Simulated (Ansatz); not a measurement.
Consider the ligand exchange at the Si–S bond: `O[SiH](O)S[SiH](O)F` + H₂S → `O[SiH](O)S` + `O[SiH](F)S`.

Computed with Ansatz on PBE0-D4/def2-TZVP structures; ΔE is electronic, products minus reactants. CCSD(T)/CBS is the MP2 limit (def2-TZVPP, def2-QZVPP) plus CCSD(T) − MP2 in def2-TZVPP, frozen cores. This one scheme is used for every species. Functionals use def2-TZVPP. Each species was taken in one conformer, which may not be the lowest.

```tsv
level	ΔE (kJ/mol)
r2SCAN-D4	18.2
CCSD(T)/def2-TZVPP	17.1
```

Task: What does CCSD(T)/CBS give? (Best estimate.)

Result: The calculation gave: +17.2 kJ/mol. The listed levels differ from it by 1.0, -0.1 kJ/mol.

Largest T1 diagnostic among the species: 0.012.

In def2-TZVPP, CCSD(T) changes the Hartree–Fock value by +13.1 kJ/mol (the triples alone add +2.8 kJ/mol) and MP2 by +14.5 kJ/mol. The D4 term adds +10.7 kJ/mol with B3LYP and +6.2 kJ/mol with PBE0; it sums over pairs of atoms, weighted by their polarisabilities, and B3LYP, whose exchange is more repulsive, gets the larger term.

B3LYP here is the variant with VWN-RPA as its local correlation; programs differ in this.
